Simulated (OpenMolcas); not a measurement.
# How methods differ on CH3ClF2Si (SMILES C[Si](F)(F)Cl)

CH3ClF2Si: 8 atoms, total charge 0, spin state singlet. SMILES: `C[Si](F)(F)Cl`. The coordinates come from a PBE0-D4/def2-TZVP relaxation.

| atom | x (Å) | y (Å) | z (Å) |
| --- | --- | --- | --- |
| C | -0.8085 | -0.2990 | 0.5122 |
| Si | 0.6906 | 0.1514 | -0.4392 |
| F | 1.9870 | -0.4723 | 0.2191 |
| F | 0.6162 | -0.4156 | -1.9142 |
| Cl | 0.9631 | 2.1585 | -0.5609 |
| H | -0.9171 | -1.3854 | 0.5498 |
| H | -0.7402 | 0.0804 | 1.5334 |
| H | -1.6988 | 0.1248 | 0.0441 |

Each level gives the energy change with the C1–H7 bond stretched from 1.092 to 1.419 Å (eV). The values are calculated.

```tsv
level	kind	program	value (eV)	less CCSD(T)/def2-SVP	CPU time (all runs)
PBE/def2-SVP (restricted)	GGA	OpenMolcas	0.90	-0.08	38 s
revPBE/def2-SVP (restricted)	GGA	OpenMolcas	0.90	-0.08	40 s
r2SCAN/def2-SVP (restricted)	meta-GGA	OpenMolcas	0.98	0.00	51 s
BHLYP/def2-SVP (restricted)	global hybrid	OpenMolcas	1.07	+0.09	38 s
PBE0/def2-SVP (restricted)	global hybrid	OpenMolcas	1.00	+0.02	36 s
B2PLYP/def2-SVP (restricted)	double hybrid	OpenMolcas	1.00	+0.02	32 s
MP2/def2-SVP (restricted)	perturbation theory	OpenMolcas	1.04	+0.06	12 s
CCSD(T)/def2-SVP (restricted)	coupled cluster or CI	OpenMolcas	0.98	0.00	2.1 min
```

Differences are taken from CCSD(T)/def2-SVP (restricted) for orientation; it has basis-set and higher-order errors of its own. The first shape isn't each level's own minimum. The values span 0.90 to 1.07 eV. Times are those of the runs behind each value, whatever else they computed, on shared processors of several kinds: orders of magnitude only.
